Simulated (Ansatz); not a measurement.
Start from `[CH3][SnH]([F])[Br]` and change one atom or group to get `[CH3][SnH2][F]`.

Ansatz, PBE0-D4/def2-TZVP geometries, multiplicity 1. 

Elements past krypton have def2 core potentials. Scalar relativity is left out up to krypton.

```tsv
property	`[CH3][SnH]([F])[Br]`
HOMO–LUMO gap (B3LYP/def2-TZVPP) / eV	6.71
HOMO energy (PBE0/def2-TZVPP) / eV	-8.35
LUMO energy (B3LYP/def2-TZVPP) / eV	-1.39
HOMO–LUMO gap (ωB97M-V/def2-TZVPP) / eV	11.40
size of the dipole moment (PBE/def2-TZVPP) / D	3.40
zero-point energy (PBE0-D4/def2-TZVP) / kJ/mol	120.2
```

Task: What does the change do to each property? (Best estimate.)

Result: The calculation gave: 
| property | `[CH3][SnH2][F]` | shift |
| --- | --- | --- |
| HOMO–LUMO gap (B3LYP/def2-TZVPP) / eV | 7.82 | 1.11 |
| HOMO energy (PBE0/def2-TZVPP) / eV | -8.71 | -0.36 |
| LUMO energy (B3LYP/def2-TZVPP) / eV | -0.67 | 0.72 |
| HOMO–LUMO gap (ωB97M-V/def2-TZVPP) / eV | 11.98 | 0.58 |
| size of the dipole moment (PBE/def2-TZVPP) / D | 2.90 | -0.50 |
| zero-point energy (PBE0-D4/def2-TZVP) / kJ/mol | 135.2 | 15.0 |

With PBE0 the HOMO falls by 0.36 eV and the LUMO rises by 0.67 eV, so the gap widens by about 1.03 eV. PBE moves the HOMO by -0.29 eV and ωB97M-V by -0.35 eV. Dipoles are sizes alone; their direction can turn.

B3LYP here is the variant with VWN-RPA as its local correlation; programs differ in this.

Spin–orbit coupling is left out; it splits and shifts lone-pair levels of the heavy atoms by tenths of an eV.
